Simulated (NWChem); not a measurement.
**ClGa**

```xyz
2

Ga     0.0000     0.0000    -0.7909
Cl     0.0000     0.0000     1.4423
```
Charge 0, spin multiplicity 1.

The numbers come from NWChem runs, not from measurements. Structure: optimised with B3LYP/def2-SVP, a minimum by its harmonic frequencies.

Symmetry labels belong to the abelian group C2v used in the runs, with the axes of the coordinates shown; states degenerate in a higher group split over its labels.

The Hamiltonian is non-relativistic. The structure started from a generated list of species.

List the lowest 6 singlet excitations that TD-BHandHLYP/def2-SVPD gives, with oscillator strengths.


| state | symmetry | energy (eV) | wavelength (nm) | f |
|---|---|---|---|---|
| 1 | b2 | 5.04 | 246 | 0.128 |
| 2 | b1 | 5.04 | 246 | 0.128 |
| 3 | a2 | 6.19 | 200 | 0.000 |
| 4 | a2 | 6.25 | 199 | 0.000 |
| 5 | a1 | 6.25 | 199 | 0.000 |
| 6 | a1 | 6.71 | 185 | 0.034 |
